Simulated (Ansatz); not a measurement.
Reaction (atomization): `F[B-]1(F)OC=CC=[O+]1` → B• + 3 C• + 2 F• + 3 H• + 2 O•

Calculated with Ansatz (gas phase, PBE0-D4/def2-TZVP geometries, no zero-point term in ΔE). CCSD(T)/CBS adds triple-zeta CCSD(T) − MP2 to the extrapolated MP2 energy (def2 sets, frozen cores). This one scheme is used for every species, atoms too. For atomizations the MP2-based limit and the directly extrapolated one differ by several kJ/mol either way, and by 10 to 25 for some Ge, Se and Sn compounds, so smaller differences from it don't rank the levels. DFT in def2-TZVPP. HSE06 is defined as in plane-wave codes. Open shells (•) are unrestricted, without spin–orbit coupling. Spin–orbit coupling would lower the free atoms: a little for B, C, F, O.

```tsv
level	ΔE (kJ/mol)	difference from CCSD(T)/CBS
HSE06-D4	5376.4	72.5
PBE	5517.7	213.8
r2SCAN	5376.8	72.9
BHLYP	5056.7	-247.2
CCSD/def2-TZVPP	5058.7	-245.2
CCSD(T)/def2-TZVPP	5169.8	-134.1
HF/def2-QZVPP	3840.0	-1463.9
SCS-MP2/def2-QZVPP	5352.9	49.0
HF/CBS(def2)	3840.8	-1463.1
MP2/CBS(def2)	5519.0	215.1
CCSD(T)/CBS	5303.9	0
```

Largest T1 diagnostic among the species: 0.017.

At CCSD(T), def2-SVP lies −205.8 kJ/mol from the extrapolated value and def2-TZVPP −134.1 kJ/mol: correlation converges slowly with the basis, and small sets miss more of it in the bonded molecule than in its fragments. From BLYP to BHLYP (50 % exact exchange), in def2-TZVPP and without D4, ΔE moves by −249.9 kJ/mol: exact exchange takes away binding that semilocal exchange gives to molecules. In def2-TZVPP, CCSD(T) changes the Hartree–Fock value by +1335.8 kJ/mol (the triples alone add +111.1 kJ/mol) and MP2 by +1551.0 kJ/mol; breaking electron pairs costs correlation energy, which Hartree–Fock lacks.
